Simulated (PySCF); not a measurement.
# Os: ionisation energy

Os [Xe] 4f14 5d6 6s2 [5d3/2^4 5d5/2^2, M_J = 4] → Os⁺ [Xe] 4f14 5d6 6s1 [5d3/2^4 5d5/2^2 6s1/2^1, M_J = 9/2], as a difference of total energies. All numbers are calculated (PySCF 2.14, the two-component X2C-1e Hamiltonian, in x2c-TZVPPall-2c (11s11p10d3f1g, 124 functions)). "Screened" scales the spin-orbit matrix elements by Boettger's factors to mimic the two-electron term; Breit and QED terms are absent.

```tsv
method	ionisation energy (eV)	error (eV)
GHF (spin-free)	6.557	-1.881
GHF (screened spin-orbit)	6.554	-1.884
```

Reference: 8.438 eV (measured; NIST Atomic Spectra Database, ionization energies).

The spin-free rows relax to the high-spin LS determinant and lack the spin-orbit shift.

Errors of the correlated levels include the incompleteness of this basis and the frozen core.

The labels give the starting determinants; with spin-orbit coupling the two ends relaxed to ⟨J²⟩ = 20.11, ⟨L²⟩ = 6.70, ⟨S²⟩ = 5.84 and ⟨J²⟩ = 24.78, ⟨L²⟩ = 6.57, ⟨S²⟩ = 8.56.
